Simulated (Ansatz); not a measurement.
Reaction (formal exchange of groups at a Ge–B bond): `C[B]([AlH2])[GeH3]` + `[F][GeH]([F])[F]` → `[F][Ge]([F])([F])[GeH3]` + `C[BH][AlH2]`

Calculated with Ansatz (gas phase, PBE0-D4/def2-TZVP geometries, no zero-point term in ΔE). CCSD(T)/CBS is the MP2 limit (def2-TZVPP, def2-QZVPP) plus CCSD(T) − MP2 in def2-TZVPP, frozen cores. DFT in def2-TZVPP. For Ge outer-core shells are correlated without core-valence functions, which leaves a few kJ/mol of doubt a bond. Scalar relativity is left out up to krypton.

Task: Is it downhill or uphill in electronic energy at CCSD(T)/CBS, and by how much? (An estimate is asked.)

Result: Ansatz gave: Downhill: ΔE = -0.35 eV.

Task: What do these levels give: PBE0-D4, r2SCAN, HF/def2-TZVPP, SCS-MP2/def2-TZVPP, CCSD(T)/def2-TZVPP, CCSD/CBS(def2)? (Best estimate.)

Result: The calculation gave: PBE0-D4 -0.38, r2SCAN -0.38, HF/def2-TZVPP -0.44, SCS-MP2/def2-TZVPP -0.35, CCSD(T)/def2-TZVPP -0.33, CCSD/CBS(def2) -0.37 eV.

Largest T1 diagnostic among the species: 0.013.

The D4 term adds +0.03 eV with B3LYP and +0.02 eV with PBE0; it sums over pairs of atoms, weighted by their polarisabilities, and B3LYP, whose exchange is more repulsive, gets the larger term. In def2-TZVPP, CCSD(T) changes the Hartree–Fock value by +0.11 eV (the triples alone add +0.02 eV) and MP2 by +0.11 eV.

B3LYP here is the variant with VWN-RPA as its local correlation; programs differ in this.
